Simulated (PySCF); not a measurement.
Species: C8H12.
SMILES: `C1=C[C@H]2CC[C@@H]1CC2`

Level: CAM-B3LYP/def2-SVPD in PySCF, non-relativistic, on one gas-phase PBE0-D3(BJ)/def2-SVP geometry that isn't relaxed in the solvent. The solvent is an IEF-PCM continuum (van der Waals radii × 1.2), and excitations are vertical TDDFT with non-equilibrium linear response and a frozen core. Only the electrostatic response of the medium enters.

```tsv
run	E − E(gas) (kJ/mol)	HOMO (eV)	HOMO–LUMO gap (eV)	dipole (D)	lowest singlet (eV)	static polarisability (au)
gas	0.00	-8.28	9.60	0.26	6.78	85.3
P	-3.59	-8.25	9.68	0.39	6.81	108.3
Q	-5.05	-8.27	9.72	0.47	6.84	119.5
```

The runs were made in chloroform and methanol. Which run belongs to which solvent?

P = chloroform, Q = methanol. The dielectric constants are 4.711 (chloroform), 32.61 (methanol), and the energy falls further as ε rises. The optical constants n² used for the excitations are 2.09, 1.77 in the same order. In this model the ground state sees the solvent through ε alone.

How constant is the ratio of the lowering to (ε − 1)/(2ε + 1)?

| solvent | (ε − 1)/(2ε + 1) | E − E(gas) (kJ/mol) | ratio (kJ/mol) | polarisation term (kJ/mol) |
| --- | --- | --- | --- | --- |
| chloroform | 0.356 | -3.59 | -10.1 | -3.81 |
| methanol | 0.477 | -5.05 | -10.6 | -5.53 |

The ratio changes by +5.0 % in size from chloroform to methanol. The polarisation term is half the interaction of the solute with the induced surface charges.

Rough CPU time on one thread of a shared machine: about 2.2 min. This is the whole response run at CAM-B3LYP/def2-SVPD in methanol, SCF included.
